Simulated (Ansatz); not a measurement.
Consider the redistribution: `[LiH]` + `[CH3][Al-]1([CH3])[O]C=CC=[O+]1` → `[Li-]1[O]C=CC=[O+]1` + `[CH3][AlH][CH3]`.

Computed with Ansatz on PBE0-D4/def2-TZVP structures; ΔE is electronic, products minus reactants. CBS: MP2 limit from def2 TZ/QZ plus the TZ coupled-cluster correction, frozen cores. DFT in def2-TZVPP. HSE06 is defined as in plane-wave codes. For Li outer-core shells are correlated without core-valence functions, which leaves a few kJ/mol of doubt a bond.

```
             level  ΔE (kJ/mol)  difference from CCSD(T)/CBS
       LDA (SPW92)        -39.6                          0.9
            PBE-D4        -51.5                        -11.0
         revPBE-D4        -47.4                         -6.9
           ωB97X-V        -39.1                          1.4
               PBE        -62.2                        -21.7
             HSE06        -55.1                        -14.6
           LC-ωPBE        -48.5                         -8.0
     HF/def2-TZVPP        -40.7                         -0.2
SCS-MP2/def2-TZVPP        -43.7                         -3.2
      HF/CBS(def2)        -40.3                          0.2
       CCSD(T)/CBS        -40.5                            0
```

Largest T1 diagnostic among the species: 0.018.

From PBE to PBE0 (25 % exact exchange), in def2-TZVPP and without D4, ΔE moves by +7.6 kJ/mol. Leaving LDA and LC-ωPBE aside and taking each functional with its dispersion term where it has one, the values, not all of them listed here, spread over 26.1 kJ/mol, from B2PLYP to B97M-V. LDA lies +22.6 kJ/mol from PBE without D4.
